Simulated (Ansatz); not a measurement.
Reaction (cleavage of the Ga–Si bond): `[OH][GaH][SiH2][SeH]` + H–F → `[OH][GaH][F]` + `[SiH3][SeH]`

Gas-phase electronic energies from Ansatz, PBE0-D4/def2-TZVP geometries. CCSD(T)/CBS adds triple-zeta CCSD(T) − MP2 to the extrapolated MP2 energy (def2 sets, frozen cores). This one scheme is used for every species. Functionals use def2-TZVPP. For Ga, Se outer-core shells are correlated without core-valence functions, which leaves a few kJ/mol of doubt a bond. Scalar relativity is left out up to krypton. Each species was taken in one conformer, which may not be the lowest.

```csv
level,ΔE (kJ/mol)
r2SCANh-D4,-71.4
RPA@PBE/def2-TZVPP,-72.5
```

(1) What does CCSD(T)/CBS give? (Estimate.)

Largest T1 diagnostic among the species: 0.015.

Results:

(1) Ansatz gave: -65.0 kJ/mol. The listed levels differ from it by -6.4, -7.5 kJ/mol.

At CCSD(T), def2-SVP lies −23.9 kJ/mol from the extrapolated value and def2-TZVPP −6.7 kJ/mol. From BLYP to BHLYP (50 % exact exchange), in def2-TZVPP and without D4, ΔE moves by −6.5 kJ/mol. Leaving LDA and LC-ωPBE aside and taking each functional with its dispersion term where it has one, the values, not all of them listed here, spread over 26.0 kJ/mol, from B2PLYP to PBE-D4. LDA lies +5.7 kJ/mol from PBE without D4.

CCSD(T)/CBS has its own doubt, a few kJ/mol and more with outer-core shells, so smaller differences from it don't rank the levels.
